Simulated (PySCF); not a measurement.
Cartesian coordinates in Å; atom numbers follow the order of the lines, from 1:
```xyz
14

F    -2.9935    0.5075    0.1632
C    -1.9165   -0.2474    0.4970
C    -0.6588    0.4352   -0.0151
F    -0.7817    0.6994   -1.3251
F    -0.4652    1.5996    0.6317
C     0.5868   -0.4510    0.1898
F     0.4701   -1.5296   -0.5983
F     0.6128   -0.8585    1.4704
C     1.9471    0.2176   -0.1148
F     2.2034    1.1718    0.7648
F     2.8995   -0.7009   -0.0379
F     1.9469    0.7333   -1.3332
H    -1.9940   -1.2442    0.0353
H    -1.8477   -0.3505    1.5903
```

Geometry: PBE0-D3(BJ)/def2-SVP; GIAO shifts from PySCF 2.14.0 with density-fitted response routines, gas phase, non-relativistic, averaged over equivalent atoms.

At PBE0/pcSseg-1 (214 basis functions):
```csv
atoms,δ (ppm)
F10/F11/F12,-91.7
F4/F5,-142.1
F7/F8,-145.8
F1,-277.9
C9,123.5
C3,117.7
C6,112.3
C2,79.9
H13/H14,4.77
```

Shifts are taken against calculated references (same method and geometry level): ¹⁹F (177.25 ppm) vs CFCl3; TMS for ¹³C (184.41 ppm), ¹H (31.27 ppm).

Problem. What do these become at B3LYP/pcSseg-2?

Solution. 
| atoms | δ at B3LYP/pcSseg-2 | change |
| --- | --- | --- |
| F10/F11/F12 | -92.5 | -0.8 |
| F4/F5 | -142.3 | -0.2 |
| F7/F8 | -142.8 | +3.0 |
| F1 | -279.3 | -1.4 |
| C9 | 129.5 | +6.0 |
| C3 | 124.1 | +6.4 |
| C6 | 118.6 | +6.3 |
| C2 | 82.9 | +3.0 |
| H13/H14 | 4.69 | -0.08 |

References, each an isolated molecule treated in the same way: CFCl3 for ¹⁹F (169.74 ppm); ¹³C (179.19 ppm), ¹H (31.39 ppm) against TMS.

The largest change is at C3 (fully substituted sp3 carbon bonded to 2 F). Cost: 460 basis functions. The order of the carbon signals is the same at both levels.

Unscaled 19F shifts against computed CFCl3 carry errors that often reach 10 to 50 ppm.
